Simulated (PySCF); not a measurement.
A species of formula C8H10 has this rotational fingerprint, computed with wB97X-D/def2-SVPD in PySCF (dipole) on a GFN2-xTB geometry, gas phase:

| Item | Value |
| --- | --- |
| Rotational constants | A = 6144, B = 822.4, C = 732.0 MHz |
| Dipole components | \|μa\| = 0.97 D, \|μb\| = 0.58 D, \|μc\| = 0.02 D |
| Inertial defect | -6.36 u·Å² |
| κ | -0.97 |

Problem. Which candidate fits, each taken in the one conformer that was computed?
A. `C=CC#CC=C(C)C`
B. `[CH3:1][CH2:2][c:3]1[cH:4][cH:5][cH:6][cH:7][cH:8]1` with C1–C2–C3–C4 -89° (ethylbenzene)

Solution. A. It is C=CC#CC=C(C)C, a near-prolate asymmetric top. The candidates at the same level (rigid rotor, commonest isotopes):

```csv
SMILES,A (MHz),B (MHz),C (MHz),μa (D),μb (D),μc (D),Δ (u·Å²),point group,rotor
CCc1ccccc1,4565,1500,1243,0.41,0.00,0.00,-41.17,Cs,asymmetric top
C=CC#CC=C(C)C,6144,822.4,732.0,0.97,0.58,0.02,-6.36,near Cs,near-prolate asymmetric top
```

`CCc1ccccc1` has B 82 % too high. No structure here is proved a minimum.
